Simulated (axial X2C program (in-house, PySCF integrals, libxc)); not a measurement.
Results of a calculation; reference values are marked as such.
## TeBr⁺: input and output

Program: an in-house relativistic program for diatomic molecules.

Input file and command:
```json
{"zs": [52, 35], "q": 1, "bas": ["dyall-cv3z", "dyall-cv3z"], "levels": ["PBE0", "HF", "PBE"], "cc": true, "r0": 2.5, "thr": -1.0, "nmax": 90, "npts": 10, "nst": 2, "ntry": 6}
```
```bash
python so2c.py task.json out
```

Keys: zs atomic numbers; q charge; bas basis sets; levels methods; cc coupled cluster on or off; r0 starting distance in Å; thr threshold in hartree for freezing inner shells (an s shell follows its p shell); nmax most natural virtual spinors; npts points on the curve; nst determinants followed; ntry starts of the search. HF also brings MP2.

Output of the HF step, two-component, at R = 2.379 Å for the state Ω = 1. It starts from PBE0 orbitals of this distance.

```
two-component X2C + atomic mean field  HF
basis functions 226  fitting functions 1206  grid points 5802
iter        total energy     max residual
   1      -9391.405814087     3.98e-01
   2      -9391.440849954     8.70e-03
   3      -9391.442973209     2.42e-02
   4      -9391.443708400     7.17e-03
   5      -9391.443924058     2.40e-03
   6      -9391.443972512     2.04e-03
   7      -9391.443982223     4.18e-04
   8      -9391.443983994     2.19e-04
   9      -9391.443984526     1.85e-04
  10      -9391.443984861     5.24e-05
  11      -9391.443984960     4.45e-05
  12      -9391.443984986     2.09e-05
  13      -9391.443984990     6.28e-06
  14      -9391.443984991     3.58e-06
  15      -9391.443984991     2.70e-06
converged
one-electron -13717.97566933  Coulomb 4192.43463485  exact exchange -265.70043588  xc functional 0.00000000  nuclear repulsion 404.83502475  atomic mean-field constant -5.03753939
correlated 12  virtual 266  natural virtual 90  E(MP2) -0.250951086  MP2 remainder -0.008570271
iter   CCSD correlation   residual
   1     -0.260106245   1.13e-01
   2     -0.267408599   4.59e-02
   3     -0.269269998   2.26e-02
   4     -0.269524164   1.19e-02
   5     -0.269725663   5.34e-03
   6     -0.269736876   1.90e-03
   7     -0.269740403   5.38e-04
   8     -0.269741783   1.92e-04
   9     -0.269740264   8.89e-05
  10     -0.269740974   4.12e-05
  11     -0.269741013   1.71e-05
  12     -0.269741194   6.86e-06
  13     -0.269741173   3.25e-06
  14     -0.269741191   1.69e-06
(T) -0.012316114  T1 0.0361  D1 0.0838  max T2 0.088
```
Energies are in hartree; totals compare only within one Hamiltonian and basis. T1 in the output is the amplitude norm over the root of the electron number; divide by √2 for the Lee–Taylor value. The determinant is spin-polarised beyond a pure state at some levels (its spin-free form has ⟨S²⟩ too high), which makes Re and μ there less reliable.
